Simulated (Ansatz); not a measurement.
`F[Si](F)(F)O[SiH3]` + HCl → `F[Si](F)(Cl)O[SiH3]` + H–F  (ligand exchange at the Si–F bond)

Calculated with Ansatz (gas phase, PBE0-D4/def2-TZVP geometries, no zero-point term in ΔE). CCSD(T)/CBS adds triple-zeta CCSD(T) − MP2 to the extrapolated MP2 energy (def2 sets, frozen cores). This one scheme is used for every species. Functionals use def2-TZVPP. B3LYP here is the variant with VWN-RPA as its local correlation; programs differ in this. Each species was taken in one conformer, which may not be the lowest.

```
           level  ΔE (kJ/mol)
     LDA (SPW92)         50.4
        BHLYP-D4         58.9
            BLYP         60.9
           B3LYP         61.6
           BHLYP         65.1
CCSD(T)/def2-SVP         55.5
  MP2/def2-TZVPP         53.0
   MP2/CBS(def2)         48.4
```

Q: What does CCSD(T)/CBS give? (An estimate is asked.)

A: The calculation gave: +54.1 kJ/mol. The listed levels differ from it by -3.7, 4.8, 6.8, 7.5, 11.0, 1.4, -1.1, -5.7 kJ/mol.

Largest T1 diagnostic among the species: 0.011.

In def2-TZVPP, CCSD(T) changes the Hartree–Fock value by −13.0 kJ/mol (the triples alone add −3.0 kJ/mol) and MP2 by −18.7 kJ/mol. From BLYP to BHLYP (50 % exact exchange), in def2-TZVPP and without D4, ΔE moves by +4.2 kJ/mol. The D4 term adds −6.6 kJ/mol with B3LYP and −3.5 kJ/mol with PBE0; it sums over pairs of atoms, weighted by their polarisabilities, and B3LYP, whose exchange is more repulsive, gets the larger term.

CCSD(T)/CBS has its own doubt, a few kJ/mol and more with outer-core shells, so smaller differences from it don't rank the levels.
